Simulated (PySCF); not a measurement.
Vertical excitations of a molecule C2H7InO2 from TDDFT-LC-ωPBE/def2-SVPD (PySCF 2.14.0), as energy in eV (oscillator strength): 5.70 (0.000), 5.90 (0.006), 5.98 (0.001), 6.13 (0.031), 6.36 (0.004), 6.48 (0.119), 6.50 (0.036), 6.98 (0.132), 7.64 (0.004), 7.79 (0.077). Lowest triplet (TDA): 5.28 eV. The structure is a stationary point at r2SCAN-D4/def2-SVP. The def2 effective core potentials stand for the cores of In; spin–orbit coupling is left out. Other conformers were not sampled.

Q: Pick the molecule that these values belong to.
(A) C[O][In]([CH3])[OH]
(B) C[O][InH][O]C
(C) CC[O][InH][OH]
(D) C[CH2][In]([OH])[OH]

A: B, C[O][InH][O]C
